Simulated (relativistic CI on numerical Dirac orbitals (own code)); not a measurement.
**Slater and spin-orbit integrals, Ru XXXIII**

Computed by Dirac-Coulomb-Breit CI, separate exchange-only KLI orbitals for each configuration, a model potential for QED, unscaled Slater integrals (own radial code, finite nucleus).

Slater integrals F^k, G^k are unscaled and averaged over j, outside the closed core [Ne]; ζ comes from projecting the Hamiltonian with its Breit term on Σ l·s of the shell.

- 3s.3p: G^1(3s,3p) = 369820, ζ(3p) = 174920 cm⁻¹; <r>(3s) = 0.348, <r^2>(3s) = 0.1377, <r>(3p) = 0.3366, <r^2>(3p) = 0.1306 (bohr units).
- 3p2: F^2(3p,3p) = 293790, ζ(3p) = 174830 cm⁻¹; <r>(3p) = 0.337, <r^2>(3p) = 0.1309 (bohr units).
- 3s.3d: G^2(3s,3d) = 229550, ζ(3d) = 21806 cm⁻¹; <r>(3s) = 0.3483, <r^2>(3s) = 0.138, <r>(3d) = 0.2974, <r^2>(3d) = 0.1019 (bohr units).

Averages of the first 10 configurations, taken without configuration mixing, which lowers the lowest level and can move excited configurations by several eV; other configurations of the list can lie among them:

| Configuration | Parity | States | Average energy above the lowest level (eV) |
| --- | --- | --- | --- |
| 3s2 | even | 1 | 3.5 |
| 3s.3p | odd | 12 | 94.2 |
| 3p2 | even | 15 | 197.5 |
| 3s.3d | even | 20 | 215.7 |
| 3d2 | even | 45 | 434.6 |
| 3p.3d | odd | 60 | 313.6 |
| 3p.4s | odd | 12 | 998.4 |
| 3d.4s | even | 20 | 1113.0 |
| 3s.4s | even | 4 | 899.7 |
| 3s.4p | odd | 12 | 941.1 |
